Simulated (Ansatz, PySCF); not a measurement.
Hf(NH2)3(SH) (H7HfN3S), SMILES [NH2][Hf]([NH2])([NH2])[SH], multiplicity 1. Atoms are numbered in the order given.

```xyz
12

Hf     0.2865    -0.0421    -0.0446
N      1.6140    -0.5169    -1.5151
H      1.9906    -1.4589    -1.6371
H      1.9899     0.0743    -2.2545
N      1.1923    -0.2236     1.7805
H      0.7227    -0.0549     2.6716
H      2.1410    -0.5355     1.9839
N     -0.2825     1.9088    -0.2509
H     -1.0181     2.2368    -0.8775
H      0.0513     2.7028     0.2939
S     -1.6986    -1.5383    -0.3358
H     -2.2231    -1.2523     0.8821
```

The structure is a stationary point at B3LYP-D3(BJ)/def2-SVP. The multiplicity is an assumed one; other spin states were not compared. The def2 effective core potentials stand for the cores of Hf; spin–orbit coupling is left out. Other conformers were not sampled.

Two levels are set side by side: PBE-D3(BJ)/def2-SVP (Ansatz, a quantum-chemistry and plane-wave program) and B3LYP-D3(BJ)/def2-SVP (Ansatz). Each level has its own optimised geometry; the coordinates shown are those of the second. Frequencies come from the Hessian of PySCF at each geometry. Differences are taken from unrounded values.

| quantity | B3LYP-D3(BJ) | PBE-D3(BJ) | PBE-D3(BJ) minus B3LYP-D3(BJ) |
|---|---|---|---|
| mean bond length (Å) | 1.464 | 1.468 | 0.004 |
| bond Hf1–N2 (Å) | 2.037 | 2.037 | -0.001 |
| bond Hf1–N5 (Å) | 2.046 | 2.045 | 0.000 |
| bond Hf1–N8 (Å) | 2.043 | 2.042 | -0.001 |
| bond Hf1–S11 (Å) | 2.503 | 2.499 | -0.004 |
| bond N2–H3 (Å) | 1.022 | 1.029 | 0.007 |
| bond N2–H4 (Å) | 1.019 | 1.025 | 0.007 |
| bond N5–H6 (Å) | 1.021 | 1.028 | 0.007 |
| bond N5–H7 (Å) | 1.019 | 1.026 | 0.007 |
| bond N8–H9 (Å) | 1.020 | 1.028 | 0.007 |
| bond N8–H10 (Å) | 1.019 | 1.026 | 0.007 |
| bond S11–H12 (Å) | 1.356 | 1.366 | 0.009 |
| highest harmonic wavenumber (cm⁻¹) | 3607 | 3543 | -64 |
| mean harmonic wavenumber (cm⁻¹) | 1191 | 1163 | -28 |
| zero-point energy (kcal/mol) | 51.06 | 49.87 | -1.19 |
